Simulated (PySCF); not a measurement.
**Bonding in `CC1=C(C)P1(=S)C(F)(F)F`**

C₅H₆F₃PS.
Numbering: `[CH3:1][C:2]1=[C:3]([CH3:4])[P:5]1(=[S:6])[C:7]([F:8])([F:9])[F:10]` (hydrogens: H11, H12, H13 on C1; H14, H15, H16 on C4)

Structure used (GFN2-xTB), in Å, numbered top down from 1:
```xyz
16
C5H6F3PS angstrom
C      2.0985   -0.8959    0.0138
C      0.7737   -0.3201   -0.2506
C      0.0798    0.8297   -0.2377
C      0.1929    2.2676    0.0401
P     -0.9051   -0.5399   -0.8998
S     -1.6174   -0.9349   -2.6537
C     -1.9435   -1.1704    0.5702
F     -1.3264   -0.9632    1.7382
F     -2.1797   -2.4773    0.4682
F     -3.1203   -0.5441    0.6249
H      2.0396   -1.6041    0.8401
H      2.8032   -0.1056    0.2667
H      2.4550   -1.4361   -0.8627
H     -0.4520    2.5387    0.8758
H      1.2232    2.5224    0.2833
H     -0.1290    2.8420   -0.8281
```

Bond orders from the PBE0/pcSseg-1 density (PySCF). Isolated species at its GFN2-xTB geometry, gas phase.

(1) How far do the computed orders between heavy atoms stray from the drawn ones?

(2) Give the Mayer order of every bond, beside its length.

Answers

(1) The largest departure is 0.522, at C2–C3 (drawn double, 1.478). Drawn single, order below 0.88: C3–P5 (0.866), P5–C7 (0.776) and P5–C2 (0.868). Drawn double or triple, more than 0.30 short of the drawn order: C2–C3 (1.478).

(2) 
```csv
bond,drawn as,length (Å),Mayer order
C1–C2,single,1.469,1.113
C2–C3,double,1.343,1.478
C3–C4,single,1.469,1.114
C3–P5,single,1.812,0.866
P5–S6,double,1.934,1.724
P5–C7,single,1.907,0.776
C7–F8,single,1.337,0.980
C7–F9,single,1.332,1.010
C7–F10,single,1.334,1.002
P5–C2,single,1.813,0.868
C1–H11,single,1.090,0.931
C1–H12,single,1.089,0.946
C1–H13,single,1.090,0.930
C4–H14,single,1.090,0.930
C4–H15,single,1.089,0.946
C4–H16,single,1.090,0.931
```

By pair of heavy elements: C–C: lowest C1–C2 and C3–C4 (1.113, 1.469 Å), highest C2–C3 (1.478, 1.343 Å). C–P: lowest P5–C7 (0.776, 1.907 Å), highest P5–C2 and C3–P5 (0.868, 1.813 Å). C–F: lowest C7–F8 (0.980, 1.337 Å), highest C7–F9 (1.010, 1.332 Å). Bonds named together lie within 0.004.

Sum the orders of all bonds at each heavy atom with more than one neighbour and set the sums beside the valence in the SMILES.

C1 3.920 (drawn 4), C2 3.459 (drawn 4), C3 3.458 (drawn 4), C4 3.921 (drawn 4), P5 4.234 (drawn 5), C7 3.768 (drawn 4). Orders between atoms that aren't bonded are not in these sums.

For a closed shell the Mayer order of atoms A and B is Σ (PS)μν (PS)νμ over the basis functions μ on A and ν on B, with P the density and S the overlap matrix.
